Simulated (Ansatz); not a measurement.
Total energies of F2H6Si3 (`F[Si](F)([SiH3])[SiH3]`).

```xyz
11

F     0.505    1.025   -1.921
Si    0.638    0.191   -0.562
F     2.180   -0.220   -0.442
Si    0.108    1.612    1.234
Si   -0.639   -1.771   -0.767
H    -1.311    2.039    1.110
H     0.276    0.863    2.508
H     0.992    2.806    1.236
H    -2.070   -1.402   -0.931
H    -0.190   -2.567   -1.939
H    -0.488   -2.577    0.473
```

Charge 0, multiplicity 1. The structure was optimised at the PBE0-D4/def2-TZVP level. Basis def2-TZVPP, Ansatz 0.2.0.

RPA on PBE orbitals: Hartree–Fock energy of these orbitals -1069.33874 Eh, correlation -1.46860 Eh (frozen core).

```csv
functional,energy without D4 (Eh),D4 term (kJ/mol)
LDA (SPW92),-1067.21259,–
PBE,-1071.35795,-25.5
revPBE,-1071.75267,-66.5
BLYP,-1071.97578,-54.3
r2SCAN,-1071.84747,-6.3
B97M-V,-1071.71730,–
PBE0,-1071.44811,-21.9
B3LYP,-1072.07938,-41.4
r2SCANh,-1071.83189,-6.8
r2SCAN0,-1071.80999,-7.6
HSE06 (plane-wave form),-1071.41967,-20.7
BHLYP,-1071.94086,-35.1
CAM-B3LYP,-1071.98416,-22.8
LC-ωPBE,-1071.63092,–
ωB97X-V,-1071.80683,–
ωB97M-V,-1071.88179,–
B2PLYP,-1071.53918,–
PBE-QIDH,-1071.17122,–
```

B3LYP takes the VWN-RPA correlation (the form of Gaussian; ORCA's B3LYP/G). HSE06 is the plane-wave form, built on full-range PBE exchange. The double hybrids freeze the cores in their second-order part.

LC-ωPBE has ω = 0.4 bohr⁻¹.
